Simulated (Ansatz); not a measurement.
Energy needed to pull apart GeH₄ (SMILES [GeH4]), closed shell, into free ground-state atoms, from the structure below (displaced at random from a GFN2-xTB minimum); no zero-point or spin–orbit terms; open-shell atoms are treated unrestricted, in their ground-state multiplicity.

Ge1  (-0.025, -0.011, -0.032)
H2  (1.074, -0.717, 0.653)
H3  (-1.161, -0.047, 0.829)
H4  (-0.302, -0.621, -1.333)
H5  (0.447, 1.431, -0.227)
(Å)

Program: Ansatz 0.2.0. Basis: def2-TZVPP. Cores are frozen in the correlated methods. Filled d shells of the heavier atoms are correlated. The def2 sets are not built for correlating such inner shells, so the correlated values are less sure here. B3LYP uses VWN-RPA correlation.

```
   method  atomization energy (kcal/mol)
   PBE-D4                          283.1
r2SCAN-D4                          291.9
   B97M-V                          298.2
  PBE0-D4                          284.7
 B3LYP-D4                          291.2
  wB97M-V                          290.3
       HF                              ?
      MP2                              ?
     CCSD                          290.1
  CCSD(T)                          291.4
```

**Question.** What does HF give? (An estimate is asked for; the value comes from the calculation.)

**Answer.** Computed: 219.9 kcal/mol, which is about 71.6 kcal/mol less than CCSD(T)/def2-TZVPP.

**Question.** What does MP2 give? (An estimate is asked for; the value comes from the calculation.)

**Answer.** The calculation gives: 282.6 kcal/mol, which is about 8.9 kcal/mol less than CCSD(T)/def2-TZVPP.

In triple zeta the MP2 and coupled-cluster atomization energies are still short of their basis limit by a few kcal/mol a bond, whereas those of the functionals are nearly converged, so these differences are not deviations from converged CCSD(T).

The T1 diagnostic stays at or below 0.012.

For scale, one of the runs: CCSD(T)/def2-TZVPP forces, 104 basis functions (an equivalent command: `ansatz run in.yaml --threads 4`). The run took about 9 s on 4 CPU threads (shared host).
